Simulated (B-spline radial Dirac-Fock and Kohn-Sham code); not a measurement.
## Core and valence levels of Pr²⁸⁺

System: praseodymium as Pr²⁸⁺, [Ar] 3d10 4s2 4p1; nuclear rms radius 4.8919 fm (A = 141).

Model: Dirac-Fock (average of configuration) total-energy differences with a finite nucleus, the Breit interaction including its frequency dependence, and self-energy and vacuum-polarisation corrections. Program: a radial finite-basis atomic code. No correlation. Energies are counted from the vacuum level.

All terms are in eV, carry their sign (relaxation lowers the binding energy) and add up to the binding energy; ⟨r⟩ is the mean radius of the orbital in the initial state.

| subshell | −ε (Koopmans) | relaxation | Breit | QED | binding energy | ⟨r⟩ (bohr) |
| --- | --- | --- | --- | --- | --- | --- |
| 1s | 43207.7 | -50.53 | -109.05 | -56.02 | 42992.1 | 0.024 |
| 2s | 7859.4 | -20.03 | -11.22 | -7.39 | 7820.7 | 0.102 |
| 2p1/2 | 7466.7 | -23.55 | -18.58 | 0.40 | 7425.0 | 0.086 |
| 2p3/2 | 6981.2 | -21.96 | -12.09 | -0.43 | 6946.7 | 0.092 |
| 3s | 2439.1 | -3.63 | -2.09 | -1.64 | 2431.7 | 0.267 |
| 3p1/2 | 2271.3 | -4.18 | -3.47 | 0.07 | 2263.7 | 0.257 |
| 3p3/2 | 2169.7 | -3.77 | -2.14 | -0.09 | 2163.7 | 0.268 |
| 3d3/2 | 1887.6 | -5.06 | -1.49 | 0.15 | 1881.2 | 0.239 |
| 3d5/2 | 1865.7 | -4.86 | -0.95 | 0.09 | 1860.0 | 0.243 |
| 4s | 1087.8 | -0.31 | -0.63 | -0.48 | 1086.4 | 0.556 |
| 4p | 1009.5 | -0.28 | -0.74 | -0.01 | 1008.5 | 0.574 |

For the deepest level, K (1s), the Breit terms make up -0.254 % of the binding energy, QED -0.130 % and orbital relaxation -0.118 %.

Spin-orbit splittings: 2p 478.3 eV, 3p 99.96 eV, 3d 21.17 eV.

Going to the tabulated ground configuration of the next ion removes an electron from N2,3 (4p), computed at 1008.5 eV. NIST lists 1028 ± 4 eV as the ionisation energy of this species (theoretical), +19.53 eV from the computed value. Where a p, d or f shell is open in either ion the computed value averages over both j values and all terms, while the table refers to the lowest levels; that difference holds spin-orbit splitting (largest in heavy or highly charged ions), term energies where several electrons share open shells, and correlation, and it can reach 10 % or more.
